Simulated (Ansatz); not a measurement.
Coupled-cluster diagnostics for Li₁₉⁺, Ansatz.

Geometry of the singlet (PBE/def2-SVP):

```xyz
19

Li    2.1242    3.3472    0.9983
Li   -1.7709   -2.9323    0.9486
Li   -2.2612    1.6920   -1.0135
Li    0.0358    3.7960   -1.5141
Li   -1.2861   -0.1433    1.0469
Li   -1.4884    2.6746    1.7160
Li    0.7551   -1.9170    2.2087
Li   -3.9619   -0.1234    1.1043
Li   -0.0300   -3.0838   -2.7205
Li   -2.3127   -1.2591   -1.4818
Li   -1.8641   -0.5665    3.6265
Li    0.8253    1.0305    2.6988
Li    2.6062   -1.3372   -2.4070
Li    2.8126   -0.1499    0.4820
Li    0.5430    1.4892   -0.1835
Li    2.0725   -3.5424   -0.1804
Li    2.6544    1.9738   -1.8518
Li    0.4812   -1.3927   -0.6535
Li    0.0650    0.4445   -2.8240
```

Correlated methods freeze no core orbitals; core or outer-core shells of Li are correlated, in sets that lack core-valence functions. The structure comes from a short search, and lower isomers may exist.

Estimate the CCSD(T) correlation energy, the shares of MP2 and (T), T1 and the reference's ⟨S²⟩ for: charge 1, singlet, own geometry in def2-SVP; and the rough time on 4 threads of Arm Neoverse V2 on a shared host.


```csv
state,basis,correlation (eV),MP2 share (%),(T) share (%),T1,⟨S²⟩ (pure),wall time,remarks
"charge 1, singlet, own geometry",def2-SVP,-12.474,86.5,10.6,0.015,0.00 (0.00),3.1 min,restricted SCF unstable
```
Customary marks for T1 are 0.02 (closed shells), 0.045 (open shells) and about 0.05 (3d metals). T1 stays under 0.02 throughout.
